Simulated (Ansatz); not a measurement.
Ansatz (a first-principles code) input (MP2/6-31G*):

Ansatz 0.2 input:
```yaml
crystal:
  periodic: [false, false, false]
  atoms:
    - {symbol: P, position_ang: [0.96137400, -0.43871600, 0.42963600]}
    - {symbol: P, position_ang: [-0.88563600, 0.31940400, -0.46907900]}
    - {symbol: H, position_ang: [1.69503600, 0.70693000, 0.00998300]}
    - {symbol: H, position_ang: [-1.04420100, 1.52255600, 0.26567300]}
    - {symbol: H, position_ang: [-1.78690500, -0.43980500, 0.31598400]}
basis:
  gaussian:
    orbitals: 6-31G*
magnetization: {spin_polarized: true, initial_magnetization: 1}
correlation: {method: mp2, electrons: outside_noble_gas}
relax: {f_tol: 0.003, max_steps: 120}
```

Output:

```
Functional definition: HF
these checks for a lower state are left out or cut short: cluster_reference
integrals: 0.01 GiB planned
450 factors; integrals over basis functions are off by at most 4.3e-4 eV
mean field: 0.11 GiB planned
mean field evaluation 1: about -18588.4821 eV, gradient 8.6e0 eV
mean field evaluation 2: about -18588.5264 eV, gradient 8.6e0 eV
mean field evaluation 4: about -18589.5709 eV, gradient 1.3e0 eV
mean field evaluation 8: about -18589.6183 eV, gradient 2.6e-1 eV
mean field -18589.62200425 eV, -683.1560081579 hartree, gradient 2.4e-6 eV, S^2 0.764300; 0 other end points of the search recorded, 0 dependent functions left out
10 core orbitals not correlated
reference -18589.62200425 eV, -683.1560081579 hartree; 7, 6 occupied and 27, 28 virtual orbitals, 450 factors
densities: 0.07 GiB planned
second order -5.09150895 eV of doubles, -0.00000000 eV of singles
the calculation of the forces begins
mean field evaluation 16: about -18589.6220 eV, gradient 2.4e-6 eV
relax step   1: F+E_penalty+E_count = -18594.71351321 eV  Δ(F+E_penalty+E_count) = +0.000e0 eV  max|allowed force component| = 1.413e-1 eV/Å  Δτ_max = 0.0000 Å  (47 SCF iters, accepted)
these checks for a lower state are left out or cut short: starts, cluster_reference, orbital_swaps, neighbouring_geometries, increment
integrals: 0.01 GiB planned
450 factors; integrals over basis functions are off by at most 4.2e-4 eV
mean field: 0.11 GiB planned
mean field -18589.62520069 eV, -683.1561256248 hartree, gradient 2.7e-6 eV, S^2 0.764236; 0 other end points of the search recorded, 0 dependent functions left out
10 core orbitals not correlated
reference -18589.62520069 eV, -683.1561256248 hartree; 7, 6 occupied and 27, 28 virtual orbitals, 450 factors
densities: 0.07 GiB planned
second order -5.08449403 eV of doubles, -0.00000000 eV of singles
the calculation of the forces begins
relax step   2: F+E_penalty+E_count = -18594.70969472 eV  Δ(F+E_penalty+E_count) = +3.818e-3 eV  max|allowed force component| = 1.476e-1 eV/Å  Δτ_max = 0.0561 Å  (43 SCF iters, rejected (line search))
these checks for a lower state are left out or cut short: starts, cluster_reference, orbital_swaps, neighbouring_geometries, increment
integrals: 0.01 GiB planned
450 factors; integrals over basis functions are off by at most 4.2e-4 eV
mean field: 0.11 GiB planned
mean field -18589.62831323 eV, -683.1562400086 hartree, gradient 4.6e-6 eV, S^2 0.764282; 0 other end points of the search recorded, 0 dependent functions left out
10 core orbitals not correlated
reference -18589.62831323 eV, -683.1562400086 hartree; 7, 6 occupied and 27, 28 virtual orbitals, 450 factors
densities: 0.07 GiB planned
second order -5.08733904 eV of doubles, -0.00000000 eV of singles
the calculation of the forces begins
mean field evaluation 32: about -18589.5741 eV, gradient 1.4e-1 eV
relax step   3: F+E_penalty+E_count = -18594.71565227 eV  Δ(F+E_penalty+E_count) = -2.139e-3 eV  max|allowed force component| = 3.374e-2 eV/Å  Δτ_max = 0.0213 Å  (36 SCF iters, accepted)
these checks for a lower state are left out or cut short: starts, cluster_reference, orbital_swaps, neighbouring_geometries, increment
integrals: 0.01 GiB planned
450 factors; integrals over basis functions are off by at most 4.2e-4 eV
mean field: 0.11 GiB planned
mean field -18589.62808281 eV, -683.1562315406 hartree, gradient 2.5e-6 eV, S^2 0.764308; 0 other end points of the search recorded, 0 dependent functions left out
10 core orbitals not correlated
reference -18589.62808281 eV, -683.1562315406 hartree; 7, 6 occupied and 27, 28 virtual orbitals, 450 factors
densities: 0.07 GiB planned
second order -5.08764283 eV of doubles, -0.00000000 eV of singles
the calculation of the forces begins
relax step   4: F+E_penalty+E_count = -18594.71572564 eV  Δ(F+E_penalty+E_count) = -7.337e-5 eV  max|allowed force component| = 2.883e-2 eV/Å  Δτ_max = 0.0073 Å  (34 SCF iters, accepted)
these checks for a lower state are left out or cut short: starts, cluster_reference, orbital_swaps, neighbouring_geometries, increment
integrals: 0.01 GiB planned
450 factors; integrals over basis functions are off by at most 4.2e-4 eV
mean field: 0.11 GiB planned
mean field -18589.62914532 eV, -683.1562705875 hartree, gradient 2.7e-6 eV, S^2 0.764303; 0 other end points of the search recorded, 0 dependent functions left out
10 core orbitals not correlated
reference -18589.62914532 eV, -683.1562705875 hartree; 7, 6 occupied and 27, 28 virtual orbitals, 450 factors
densities: 0.07 GiB planned
second order -5.08661876 eV of doubles, -0.00000000 eV of singles
the calculation of the forces begins
relax step   5: F+E_penalty+E_count = -18594.71576408 eV  Δ(F+E_penalty+E_count) = -3.844e-5 eV  max|allowed force component| = 1.565e-3 eV/Å  Δτ_max = 0.0010 Å  (34 SCF iters, accepted)
these checks for a lower state are left out or cut short: cluster_reference
integrals: 0.01 GiB planned
450 factors; integrals over basis functions are off by at most 4.2e-4 eV
mean field: 0.11 GiB planned
mean field evaluation 64: about -18589.6291 eV, gradient 2.5e-6 eV
mean field -18589.62914532 eV, -683.1562705875 hartree, gradient 2.7e-6 eV, S^2 0.764303; 1 other end points of the search recorded, 0 dependent functions left out
10 core orbitals not correlated
reference -18589.62914532 eV, -683.1562705875 hartree; 7, 6 occupied and 27, 28 virtual orbitals, 450 factors
densities: 0.07 GiB planned
second order -5.08661876 eV of doubles, -0.00000000 eV of singles
the calculation of the forces begins
Total energy: -18594.71576408 eV, -683.3432003791 hartree
Atom 0 at     0.965870    -0.430032     0.431642 Å, force    -0.000161     0.000012     0.000066 eV/Å
Atom 1 at    -0.888805     0.321438    -0.459323 Å, force    -0.000539     0.001186    -0.000140 eV/Å
Atom 2 at     1.719101     0.696505     0.004962 Å, force     0.000207    -0.000102     0.000177 eV/Å
Atom 3 at    -1.061422     1.525454     0.265902 Å, force     0.000646     0.000469    -0.000506 eV/Å
Atom 4 at    -1.795076    -0.442995     0.309014 Å, force    -0.000153    -0.001565     0.000403 eV/Å
Dipole moment:    -0.071181     0.187490     0.116578 e Å
Checks for a lower state left out: cluster_reference
```

The geometry given is a B3LYP-D3(BJ)/def2-TZVP minimum.
